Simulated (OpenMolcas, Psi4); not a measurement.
## B2NH2OF (SMILES OB1NB1F): methods side by side

The species is B2NH2OF (7 atoms), meant as a singlet with charge 0. As SMILES, `OB1NB1F`. The shape is that of a PBE0-D4/def2-TZVP optimisation. This is one conformer, not always the lowest.

```xyz
7

O    -1.2767    0.1764    1.3081
B    -0.3790    0.1502    0.3042
N     0.6322   -0.7682   -0.0948
B     0.5870    0.3397   -0.9541
F     1.2500    0.7241   -2.0253
H    -1.8294    0.9602    1.2934
H     1.0772   -1.6504    0.1229
```

Quantity: the dipole moment, in D. The values are calculated.

```json
{"level": "HF/def2-SVP", "kind": "Hartree–Fock", "program": "OpenMolcas", "value (D)": "1.18", "CPU time": "12 s"}
{"level": "SVWN5/def2-SVP", "kind": "LDA", "program": "OpenMolcas", "value (D)": "1.27", "CPU time": "37 s"}
{"level": "BLYP/def2-SVP", "kind": "GGA", "program": "OpenMolcas", "value (D)": "1.20", "CPU time": "47 s"}
{"level": "PBE-D3(BJ)/def2-SVP (density fitting)", "kind": "GGA", "program": "Psi4", "value (D)": "1.23", "CPU time": "9.5 s"}
{"level": "PBE/def2-SVP", "kind": "GGA", "program": "OpenMolcas", "value (D)": "1.23", "CPU time": "48 s"}
{"level": "TPSS/def2-SVP", "kind": "meta-GGA", "program": "OpenMolcas", "value (D)": "1.21", "CPU time": "62 s"}
{"level": "r2SCAN/def2-SVP", "kind": "meta-GGA", "program": "OpenMolcas", "value (D)": "1.22", "CPU time": "57 s"}
{"level": "PBE0/def2-SVP", "kind": "global hybrid", "program": "OpenMolcas", "value (D)": "1.22", "CPU time": "42 s"}
```

The values span 1.18 to 1.27 D. Magnitudes only. CPU times are rough (shared hosts, several kinds of processor and program).
